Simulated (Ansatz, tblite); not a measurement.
Forces on the cluster Na3Li⁻ at its PBE0/def2-TZVPD geometry. The state is a doublet with charge -1.

The xTB rows come from tblite. At r2SCAN/def2-TZVPD the charge -1 doublet is spin-contaminated (final ⟨S²⟩ up to 1.05, 0.75 for a pure state). At r2SCAN/def2-TZVPD the highest occupied level of the charge -1 doublet lies above zero (up to 0.25 eV). By energy differences its removal costs 0.89 eV (vertical, to the charge 0 singlet, at PBE0/def2-TZVPD). The structure comes from a short search, and lower isomers may exist.

GFN2-xTB (tblite), largest force 0.22 eV/Å:

```xyz
4
positions Å, forces eV/Å
Li   -1.393   -0.108    0.484    0.048    0.011   -0.020
Na    1.748    0.133   -0.606    0.010    0.005   -0.005
Na    0.657    1.050    2.698   -0.091   -0.087   -0.183
Na   -1.011   -1.074   -2.576    0.033    0.071    0.208
```

r2SCAN/def2-TZVPD (Ansatz), largest force 0.06 eV/Å:

```
Li -0.037 -0.008 -0.002
Na 0.008 -0.004 -0.017
Na 0.025 0.022 0.050
Na 0.003 -0.010 -0.031
```
